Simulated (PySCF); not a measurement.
Potassium Bromide, BrK, SMILES [K][Br], point group C∞v.

Level: PBE0/pcSseg-2 in PySCF (density fitting, grid level 2); geometry and Hessian at that level, cubic constants and property derivatives from steps of ±0.6 along each species' dimensionless normal coordinates, second-order vibrational perturbation theory. The parent has the commonest isotopes.

Equilibrium geometry (Å):

```
atom        x        y        z
  K1   1.4176  -0.0117  -0.0112
 Br2  -1.4066   0.0167  -0.0454
```

(1) Give the equilibrium and ground-state rotational constants (MHz) of parent; ⁸¹Br at 2.

(2) And its quartic centrifugal distortion constants from the harmonic force field?

A mode lies under 250 cm⁻¹, where this perturbation treatment is rough.

## Answers

(1) 
```tsv
species	Be	B0	harmonic ZPE (cm⁻¹)
parent	2428.4	2421.4	109
⁸¹Br at 2	2408.6	2401.7	109
```

(2) Linear top: D = 1.34 kHz.
